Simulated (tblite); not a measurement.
C5H15O2Si, charge +1, singlet, at a GFN2-xTB geometry; GFN1-xTB in tblite.

Input for tblite:
```
$ tblite run mol.xyz --method gfn1 --charge 1 --spin 0 --grad --json tblite.json --no-restart

# file mol.xyz
23

C      2.94369932     1.91177469     0.71550495
C      2.64124402     0.60970739    -0.00095751
O      1.23034019     0.45642314    -0.11564129
Si     0.26214938    -0.71284220    -0.59849238
C      0.14484599    -2.26186060     0.46752199
O     -1.19706517     0.23157620    -0.16869727
C     -2.57050323    -0.06891096    -0.48509897
C     -3.48893689     0.46102128     0.59570044
H      4.01886965     2.03260516     0.80233655
H      2.54227533     2.75459528     0.15936291
H      2.51145476     1.90704963     1.71253350
H      3.06763268     0.60847316    -1.00682324
H      3.04307334    -0.24286950     0.55099586
H      0.16235563    -0.85531801    -2.04114479
H     -0.73270441    -2.86366227     0.24628526
H      0.11483817    -2.01364593     1.52946283
H      1.00638691    -2.90789398     0.31757368
H     -1.07031623     1.16675901     0.05768486
H     -2.81443888     0.36276476    -1.45966455
H     -2.62611340    -1.15430626    -0.55532193
H     -4.51458084     0.19196662     0.36207418
H     -3.43148187     1.54550862     0.65987693
H     -3.23563725     0.03337901     1.56234442
```

Write the output that tblite gives for this input, abridged.


```
xTB calculator
 | screened Coulomb repulsion
 | Coulomb electrostatics
 |  * isotropic Klopman-Ohno-Mataga-Nishimoto electrostatics
 |  * onsite third-order electrostatics
 | DFT-D3(BJ) dispersion correction

halogen bonding energy    0.0000000000000E+00 Eh
repulsion energy          3.2449352244545E-01 Eh
dispersion energy        -8.7013927751036E-03 Eh
number of electrons       5.0000000000000E+01 e
integral cutoff           2.8146159136829E+01 bohr

------------------------------------------------------------
  cycle        total energy    energy error   density error
------------------------------------------------------------
      1     -29.38834607115  -2.9704138E+01   5.7321952E-01
      2     -29.60203105159  -2.1368498E-01   3.1972602E-01
      3     -29.59710896853   4.9220831E-03   9.3071220E-02
      4     -29.60480050419  -7.6915357E-03   2.4711963E-02
      5     -29.60883514746  -4.0346433E-03   5.7890397E-03
      6     -29.60902184144  -1.8669398E-04   2.7327882E-03
      7     -29.60908664072  -6.4799278E-05   4.3434016E-04
      8     -29.60908752409  -8.8337062E-07   8.2423062E-05
      9     -29.60908756585  -4.1766931E-08   2.8974076E-05
     10     -29.60908757264  -6.7835195E-09   6.5969487E-06
------------------------------------------------------------

electronic energy        -2.9924879702307E+01 Eh
total energy             -2.9609087572637E+01 Eh

Post processing:
 | Mayer-Wiberg bond orders

[Info] Tight-binding results written to 'tblite.txt'
[Info] JSON dump of results written to 'tblite.json'
```
